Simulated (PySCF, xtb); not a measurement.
B(F)(NCO)(OH) (CHBFNO2), SMILES O=C=NB(O)F. The values are those of a single conformer.

Harmonic wavenumbers (cm⁻¹) from GFN2-xTB in xtb at its own minimum, in rising order: 67, 94, 368, 400, 502, 503, 525, 593, 722, 915, 1201, 1321, 1604, 2533, 3612.

### Question
What does B3LYP-D3(BJ)/def2-SVP in PySCF give at its own minimum? (Estimate from the structure and the level; the computed values follow.)

### Answer
33, 94, 410, 447, 544, 599, 621, 668, 724, 999, 1280, 1449, 1650, 2475, 3848. Paired by order, the mean absolute difference is 71 cm⁻¹ and the zero-point energies are 21.4 and 22.6 kcal/mol.
